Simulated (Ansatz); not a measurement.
Harmonic frequencies (cm⁻¹) at PBE0-D4/def2-TZVP from Ansatz: 77, 91, 105, 249, 256, 358, 422, 505, 511, 655, 688, 766, 795, 879, 899, 931, 938, 945, 1088, 1111, 1261, 1345, 1472, 1662, 2190, 2209, 2214, 2220, 2224, 2968, 3068, 3522, 3605.

Each molecule was computed in one conformer, which needn't be the lowest.

Which molecule is it?
A. `N[SiH2]C[SiH3]`
B. `CN([SiH3])[SiH3]`
C. `NC[SiH2][SiH3]`
D. `C[SiH2]N[SiH3]`

C.
